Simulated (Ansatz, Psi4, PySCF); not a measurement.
ClGa, triplet, at a GFN2-xTB geometry (such geometries of metal compounds can be far from the true shape) (the spin is typed, not shown lowest). Base run: R2SCAN/STO-3G in PySCF.

Input for PySCF:
```python
from pyscf import gto, scf, dft

mol = gto.Mole()
mol.atom = '''
    Ga   -0.00000000   -0.00000000   -0.78750881
    Cl    0.00000000    0.00000000    1.43604548
'''
mol.basis = 'sto-3g'
mol.spin = 2
mol.verbose = 4
mol.build()

mf = dft.UKS(mol)
mf.xc = 'r2scan'
mf.kernel()
```

The same geometry, method and basis name were run in Ansatz (a program for electronic structure) and Psi4 and PySCF, at each program's defaults and at the settings that a row names. The base is PySCF at its defaults. Differences at the defaults can come from grids, fitting, cores and function types together. The rows with settings made alike still differ; the cause (another SCF solution, basis table, core potential or functional code) wasn't traced.

```tsv
code and settings	ΔE vs base (µEh)	basis functions	E (Eh)	SCF cycles	dipole (D)
PySCF, defaults (exact integrals, its default grid, spherical functions)	0.0	27	-2357.47221	32	1.06
Psi4, defaults (density fitting with its default set, its default grid, spherical functions)	-4644	27	-2357.47686	41	1.00
Ansatz, defaults (factorised integrals, its default grid, spherical functions)	-119	27	-2357.47233	-	-
PySCF, density fitting with def2-universal-jkfit	-2625	27	-2357.47484	21	1.06
PySCF, fine grid	813	27	-2357.47140	13	1.07
Psi4, exact integrals, spherical functions, fine grid	924	27	-2357.47129	39	0.99
Ansatz, high accuracy	-117	27	-2357.47233	-	-
```

Open shells are given as the SCF converged; they aren't shown to be the lowest states, and a large step between rows can be another state.
